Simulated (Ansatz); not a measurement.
A nudged elastic band was laid between two geometries of Cl2F4HTa (8 atoms, charge 0, multiplicity 1).

Theory: RKS PBE-D4/def2-SVP (Ansatz).

```yaml
movable_images: 5
climbing_image: yes
spring: 5.0 eV/Å²
optimiser: quadratic models (default)
start_path: through a guess of the saddle point
force_threshold: 0.03 eV/Å
iteration_limit: 60
end_points: relaxed
```

Initial state:

```xyz
8
Properties=species:S:1:pos:R:3
Ta -0.072 0.025 -0.068
F 1.755 0.527 -0.274
F 0.417 -0.563 1.666
F -0.185 0.140 -1.957
F -0.914 1.618 0.382
Cl -1.819 -1.524 -0.078
Cl 1.373 -2.383 -0.774
H 2.496 -1.720 -0.829
```

Final state:

```xyz
8
Properties=species:S:1:pos:R:3
Ta -0.177 -0.474 -0.146
F 2.055 0.288 -0.369
F 0.429 -0.729 1.628
F -0.170 -0.028 -1.986
F -0.385 1.351 0.242
Cl -2.275 -1.337 0.034
Cl 1.167 -2.373 -0.738
H 2.407 -0.578 -0.596
```

(1) What changes between the two ends?

(2) Give the energies along the band, and the barrier.

(3) What is the geometry of the highest image?

(4) What are the harmonic wavenumbers there?

Results:

(1) Bonds broken: Cl7–H8. Bonds formed: F2–H8.

(2) The run converged. The highest image is number 3 of 0 to 6, 30.6 kJ/mol above the first end and 21.3 kJ/mol above the last; the last end lies 9.3 kJ/mol above the first. A vibrational analysis at the climbing image gives one clearly imaginary mode, 382i cm⁻¹: a first-order saddle point. The orbitals stay closed-shell, which can raise the energy where a bond breaks towards radicals; this wasn't checked here.

```
image  path coordinate (Å)  energy (kJ/mol)  Cl7–H8 (Å)  F2–H8 (Å)
    0                 0.00              0.0        1.30       2.43
    1                 0.37              2.7        1.31       2.01
    2                 0.73             14.0        1.35       1.60
    3                 1.10             30.6        1.54       1.21
    4                 1.39             20.4        1.80       1.03
    5                 1.68             11.8        2.03       0.98
    6                 1.97              9.3        2.19       0.96
```

(3) 
```xyz
8
Properties=species:S:1:pos:R:3:forces:R:3
Ta -0.082 -0.257 -0.112 0.00 0.01 -0.01
F 1.947 0.224 -0.390 -0.01 0.00 0.00
F 0.495 -0.583 1.658 0.00 0.00 0.00
F -0.161 0.118 -1.963 0.00 0.00 0.00
F -0.709 1.443 0.333 0.00 0.00 0.00
Cl -1.942 -1.582 -0.038 0.00 0.00 0.01
Cl 1.392 -2.301 -0.773 0.01 0.00 -0.01
H 2.111 -0.943 -0.646 0.00 0.00 0.01
```

(4) 382i, 55, 111, 129, 153, 162, 196, 241, 244, 274, 401, 460, 666, 670, 691, 820, 889, 1373 cm⁻¹.

Run time: 2.3 min on 4 threads of Arm Neoverse V1 (shared host), peak memory 0.2 GiB.
